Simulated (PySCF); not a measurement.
Compound: C4H11Si (doublet state).
Atom-mapped SMILES: `[CH2:1][Si:2]([CH3:3])([CH3:4])[CH3:5]` (hydrogens: H6, H7 on C1; H8, H9, H10 on C3; H11, H12, H13 on C4; H14, H15, H16 on C5)

Method: PBE0-D3(BJ)/def2-SVP geometry optimisation, gas phase (PySCF 2.14.0).

List the bond lengths and angles at this level.

```tsv
bond	length (Å)
C1–Si2	1.860
Si2–C3, Si2–C4, Si2–C5	1.885
C1–H6, C1–H7	1.097
C3–H8 and 8 like bonds	1.102
```

Bonds in one row agree within 0.01 Å and their mean is given. A selection of angles:
```tsv
angle	degrees
Si2–C1–H6	122.5
H6–C1–H7	114.0
C1–Si2–C3	109.6
C3–Si2–C4	109.7
Si2–C3–H8	111.1
H8–C3–H9	107.9
```

The C–Si distances run from 1.860 Å (C1–Si2, drawn single) to 1.887 Å (Si2–C3, drawn single), a spread of 0.027 Å. C1 (carbon bonded to Si and 2 H) is planar (angles 123.5°, 122.5° and 114.0°, sum 360.0°, 0.01 Å off the plane of its three neighbours). Si2 (silicon bonded to 4 C) is tetrahedral (angles from 108.7° to 110.0°).

Point group: near Cs, missed by 0.14 Å at most; the miss may be what the optimiser left on a soft mode. Not checked by PBE0-D3(BJ)/def2-SVP frequencies. ⟨S²⟩ = 0.754 (exact for a doublet: 0.75).

On one thread of an x86-64 server, no GPU (shared host), this took 1.8 min wall. That covers the optimisation of the geometry.
